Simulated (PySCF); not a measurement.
Stepwise substitution at one centre (Ga OH-NH2). Gas-phase values, no solvent. One relaxed conformer stands for each flexible species; it need not be the lowest. Strings in code marks are SMILES.

Method: B3LYP-D3(BJ)/def2-TZVP in PySCF. All candidates: neutral, multiplicity 1. B3LYP has the VWN-RPA correlation part, as in Gaussian. Delta-SCF ions had no search for a lower state. Excitations are Tamm–Dancoff values on a coarser integration grid. The basis has no diffuse functions, so Rydberg states are missing or too high.

```json
{
  "T1 excitation (TDA)": "4.81 eV",
  "vertical ionisation energy (Delta-SCF)": "8.72 eV",
  "HOMO–LUMO gap": "6.24 eV"
}
```

### Question
Name which member has these values.
A. `[OH][Ga]([OH])[OH]`
B. `[NH2][Ga]([NH2])[OH]`
C. `[NH2][Ga]([NH2])[NH2]`
D. `[NH2][Ga]([OH])[OH]`

### Answer
C, `[NH2][Ga]([NH2])[NH2]`. The others give `[OH][Ga]([OH])[OH]`: 5.66 eV, 11.17 eV, 7.32 eV; `[NH2][Ga]([NH2])[OH]`: 4.75 eV, 9.11 eV, 6.22 eV; `[NH2][Ga]([OH])[OH]`: 4.84 eV, 9.93 eV, 6.40 eV
